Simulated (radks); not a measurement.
Spin polarisation of the 4p4 shell in the rubidium ion Rb3+. Start: [Ar] 3d10 4s2 4p(up 2, down 2); electrons of 4p are moved from spin down to spin up, other shells keep equal spins. Method: non-relativistic Kohn-Sham, TPSS, spin-polarised, spherical densities, point nucleus; meta-GGA in the generalised Kohn-Sham scheme; computed with a radial shooting solver on a logarithmic mesh with Libxc functionals.

| moment (Bohr magnetons) | E - E(0) (eV) | e(4p up) (eV) | e(4p down) (eV) | 4s down minus up (eV) | 3d down minus up (eV) |
|---|---|---|---|---|---|
| 0 | 0.000 | -46.784 | -46.784 | 0.000 | 0.000 |
| 0.5 | -0.076 | -47.076 | -46.471 | 0.629 | 0.088 |
| 1 | -0.303 | -47.350 | -46.136 | 1.262 | 0.177 |
| 1.5 | -0.683 | -47.606 | -45.775 | 1.905 | 0.265 |
| 2 | -1.220 | -47.847 | -45.383 | 2.566 | 0.354 |

At moment 2 the spin-polarisation energy is -1.220 eV and the 4p exchange splitting 2.464 eV, that is 1.232 eV per Bohr magneton; E = -I m^2/4 would give I = 1.220 eV.
